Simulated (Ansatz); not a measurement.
Reaction (formal exchange of groups at the Si–B bond): `CO[B]([AlH2])[SiH3]` + `CC(O)(O)O` → `OC(O)(O)[SiH3]` + `CO[B](C)[AlH2]`

Program: Ansatz. Geometries: PBE0-D4/def2-TZVP. ΔE: electronic, gas phase. CCSD(T)/CBS adds triple-zeta CCSD(T) − MP2 to the extrapolated MP2 energy (def2 sets, frozen cores). Functionals use def2-TZVPP. B3LYP here is the variant with VWN-RPA as its local correlation; programs differ in this. One conformer a species, not always the lowest.

`CO[B]([AlH2])[SiH3]`:

```xyz
13

C     1.322   -0.310   -1.800
O     0.258   -0.766   -0.994
B    -0.184   -0.132    0.108
Al    0.580    1.681    0.990
Si   -1.776   -1.012    1.038
H     0.948   -0.115   -2.807
H     2.089   -1.085   -1.848
H     1.760    0.609   -1.390
H    -0.162    3.079    0.789
H     1.801    1.651    2.018
H    -1.668   -0.834    2.517
H    -1.946   -2.465    0.756
H    -3.023   -0.303    0.623
```

`CC(O)(O)O`:

Cartesian coordinates in Å:
```
C 1.066 0.055 -0.462
C -0.359 -0.005 0.053
O -0.284 -0.189 1.439
O -1.102 -1.018 -0.545
O -1.089 1.138 -0.260
H 1.606 0.879 0.005
H 1.047 0.197 -1.542
H 1.596 -0.870 -0.225
H -1.195 -0.223 1.753
H -0.656 -1.848 -0.352
H -0.630 1.884 0.136
```

`OC(O)(O)[SiH3]`:

Z-matrix (Å, degrees):
```
C
O 1 1.397
O 1 1.380 2 108.5
O 1 1.412 2 105.1 3 119.8
Si 1 1.927 2 111.3 3 -118.6
H 2 0.963 1 107.4 3 -149.2
H 3 0.968 1 107.0 2 46.5
H 4 0.962 1 108.0 2 -175.0
H 5 1.482 1 110.6 2 64.5
H 5 1.485 1 107.1 2 -55.9
H 5 1.488 1 109.3 2 -174.0
```

`CO[B](C)[AlH2]`:

Z-matrix (Å, degrees):
```
C
O 1 1.404
H 1 1.092 2 109.4
H 1 1.099 2 111.7 3 -120.3
H 1 1.092 2 109.4 3 119.3
B 2 1.355 1 124.3 3 120.4
Al 6 2.168 2 123.4 1 -0.1
C 6 1.573 2 115.9 1 179.8
H 7 1.598 6 122.2 2 -91.1
H 7 1.598 6 122.2 2 92.9
H 8 1.096 6 110.9 2 123.2
H 8 1.097 6 110.5 2 -120.2
H 8 1.094 6 112.9 2 1.2
```

```
             level  ΔE (kJ/mol)  difference from CCSD(T)/CBS
            PBE-D4        -15.1                         -1.1
         r2SCAN-D4        -15.0                         -1.0
           PBE0-D4        -12.3                          1.7
          B3LYP-D4        -19.6                         -5.6
           ωB97X-V        -14.8                         -0.8
           ωB97M-V        -20.1                         -6.1
            B2PLYP        -18.1                         -4.1
               PBE        -14.7                         -0.7
            r2SCAN        -14.9                         -0.9
              PBE0        -12.0                          2.0
             B3LYP        -18.9                         -4.9
     HF/def2-TZVPP        -12.6                          1.4
    MP2/def2-TZVPP        -17.1                         -3.1
SCS-MP2/def2-TZVPP        -15.7                         -1.7
   CCSD/def2-TZVPP        -11.6                          2.4
CCSD(T)/def2-TZVPP        -11.5                          2.5
     HF/def2-QZVPP        -13.1                          0.9
    MP2/def2-QZVPP        -18.8                         -4.8
SCS-MP2/def2-QZVPP        -17.3                         -3.3
      HF/CBS(def2)        -13.2                          0.8
     MP2/CBS(def2)        -19.7                         -5.7
    CCSD/CBS(def2)        -14.2                         -0.2
       CCSD(T)/CBS        -14.0                            0
```

Largest T1 diagnostic among the species: 0.015.
